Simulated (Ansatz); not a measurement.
Caution, from a PySCF single point (PBE0-D3(BJ)/def2-TZVPD) at this geometry: the highest occupied level lies above zero, so the state may not be bound. This triplet lies 0.26 eV below the relaxed singlet at the level B3LYP/aug-cc-pVTZ // PBE0-D3(BJ)/def2-TZVPD (Ansatz, a quantum-chemistry and plane-wave program).

A geometry relaxed with PBE0-D3(BJ)/def2-TZVPD in Ansatz, charge -1, multiplicity 3:

```xyz
7

N      1.9995    -0.4450     0.5745
B      0.7005    -0.0414     0.8966
H     -1.6673    -0.9559    -0.6089
H     -1.0878     1.2822    -1.0442
H     -2.0547     0.7015     1.0296
Si    -1.0105     0.2391     0.0529
C      3.1202    -0.7806     0.3606
```

**Question.** Write the SMILES of this molecule.

**Answer.** `[C-]#[N+][B-][SiH3]`
